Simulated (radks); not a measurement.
Task: I XXXVI, 18 electrons, occupied as [Ar]. Method: Dirac Kohn-Sham, relativistic LDA (MacDonald-Vosko exchange, VWN5 correlation), spin-unpolarised, spherical densities, finite nucleus; Fermi nuclear charge, rms radius 4.75 fm; computed with a radial shooting solver on a logarithmic mesh with Libxc functionals. Some entries of the table are withheld. Estimate them.

orbital  occ.  eigenvalue (hartree)  <r> (bohr)
1s1/2       2             -1273.450         (1)
2s1/2       2             -254.0993      0.1160
2p1/2       2                   (2)         (3)
2p3/2       4                   (4)         (5)
3s1/2       2             -94.46888      0.2875
3p1/2       2             -90.51528         (6)
3p3/2       4             -87.87456         (7)

Result: 
(1) 1s1/2 <r> (bohr): 0.02733
(2) 2p1/2 eigenvalue (hartree): -243.4571
(3) 2p1/2 <r> (bohr): 0.09772
(4) 2p3/2 eigenvalue (hartree): -232.4101
(5) 2p3/2 <r> (bohr): 0.1032
(6) 3p1/2 <r> (bohr): 0.2738
(7) 3p3/2 <r> (bohr): 0.2824
